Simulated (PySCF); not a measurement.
C5H5Cl. Atoms are numbered in the order given.

```xyz
11

C      2.6024    -0.1075     1.0517
C      1.6590    -0.5473     0.4124
C      0.5265    -1.0739    -0.3494
C     -0.7767    -0.3399    -0.1085
C     -1.8902    -0.8901     0.4023
Cl    -0.7410     1.3470    -0.5742
H      3.4360     0.2843     1.6169
H      0.7653    -1.0283    -1.4362
H      0.3718    -2.1464    -0.1041
H     -2.8109    -0.3060     0.5375
H     -1.8900    -1.9503     0.6964
```

Coordinates come from a PBE-D3(BJ)/def2-SVP optimisation. The values are those of a single conformer.

All values below come from PBE-D3(BJ)/def2-SVP in PySCF.

Frequencies are harmonic and unscaled.

```json
[
 {"mode": "1", "ν (cm⁻¹)": "63", "IR (km/mol)": "0.2", "moving atoms (share of kinetic energy)": "C 59 %, H 20 %, Cl 20 %"},
 {"mode": "2", "ν (cm⁻¹)": "126", "IR (km/mol)": "0.5", "moving atoms (share of kinetic energy)": "C 69 %, H 16 %, Cl 15 %"},
 {"mode": "3", "ν (cm⁻¹)": "304", "IR (km/mol)": "1.1", "moving atoms (share of kinetic energy)": "C 70 %, Cl 20 %, H 11 %"},
 {"mode": "4", "ν (cm⁻¹)": "329", "IR (km/mol)": "4.7", "moving atoms (share of kinetic energy)": "C 64 %, H 32 %"},
 {"mode": "5", "ν (cm⁻¹)": "373", "IR (km/mol)": "0.4", "moving atoms (share of kinetic energy)": "C 47 %, H 38 %, Cl 16 %"},
 {"mode": "6", "ν (cm⁻¹)": "406", "IR (km/mol)": "5.9", "moving atoms (share of kinetic energy)": "C 73 %, H 21 %"},
 {"mode": "7", "ν (cm⁻¹)": "577", "IR (km/mol)": "7.4", "moving atoms (share of kinetic energy)": "C 84 %, H 8 %"},
 {"mode": "8", "ν (cm⁻¹)": "641", "IR (km/mol)": "26.2", "moving atoms (share of kinetic energy)": "H 75 %, C 23 %"},
 {"mode": "9", "ν (cm⁻¹)": "646", "IR (km/mol)": "26.9", "moving atoms (share of kinetic energy)": "C 52 %, H 28 %, Cl 20 %"},
 {"mode": "10", "ν (cm⁻¹)": "662", "IR (km/mol)": "49.5", "moving atoms (share of kinetic energy)": "H 76 %, C 22 %"},
 {"mode": "11", "ν (cm⁻¹)": "688", "IR (km/mol)": "4.5", "moving atoms (share of kinetic energy)": "H 90 %"},
 {"mode": "12", "ν (cm⁻¹)": "851", "IR (km/mol)": "39.0", "moving atoms (share of kinetic energy)": "H 73 %, C 27 %"},
 {"mode": "13", "ν (cm⁻¹)": "878", "IR (km/mol)": "2.9", "moving atoms (share of kinetic energy)": "H 54 %, C 46 %"},
 {"mode": "14", "ν (cm⁻¹)": "896", "IR (km/mol)": "1.0", "moving atoms (share of kinetic energy)": "C 61 %, H 39 %"},
 {"mode": "15", "ν (cm⁻¹)": "975", "IR (km/mol)": "0.9", "moving atoms (share of kinetic energy)": "C 65 %, H 35 %"},
 {"mode": "16", "ν (cm⁻¹)": "1116", "IR (km/mol)": "32.9", "moving atoms (share of kinetic energy)": "C 50 %, H 50 %"},
 {"mode": "17", "ν (cm⁻¹)": "1185", "IR (km/mol)": "17.6", "moving atoms (share of kinetic energy)": "H 74 %, C 26 %"},
 {"mode": "18", "ν (cm⁻¹)": "1264", "IR (km/mol)": "11.8", "moving atoms (share of kinetic energy)": "H 61 %, C 39 %"},
 {"mode": "19", "ν (cm⁻¹)": "1349", "IR (km/mol)": "5.1", "moving atoms (share of kinetic energy)": "H 85 %, C 15 %"},
 {"mode": "20", "ν (cm⁻¹)": "1366", "IR (km/mol)": "8.8", "moving atoms (share of kinetic energy)": "H 91 %, C 9 %"},
 {"mode": "21", "ν (cm⁻¹)": "1661", "IR (km/mol)": "48.7", "moving atoms (share of kinetic energy)": "C 92 %"},
 {"mode": "22", "ν (cm⁻¹)": "2174", "IR (km/mol)": "1.9", "moving atoms (share of kinetic energy)": "C 91 %, H 9 %"},
 {"mode": "23", "ν (cm⁻¹)": "2956", "IR (km/mol)": "6.4", "moving atoms (share of kinetic energy)": "H 94 %"},
 {"mode": "24", "ν (cm⁻¹)": "3014", "IR (km/mol)": "2.9", "moving atoms (share of kinetic energy)": "H 91 %, C 9 %"},
 {"mode": "25", "ν (cm⁻¹)": "3094", "IR (km/mol)": "0.4", "moving atoms (share of kinetic energy)": "H 95 %"},
 {"mode": "26", "ν (cm⁻¹)": "3201", "IR (km/mol)": "0.6", "moving atoms (share of kinetic energy)": "H 89 %, C 11 %"},
 {"mode": "27", "ν (cm⁻¹)": "3409", "IR (km/mol)": "69.9", "moving atoms (share of kinetic energy)": "H 86 %, C 14 %"}
]
```
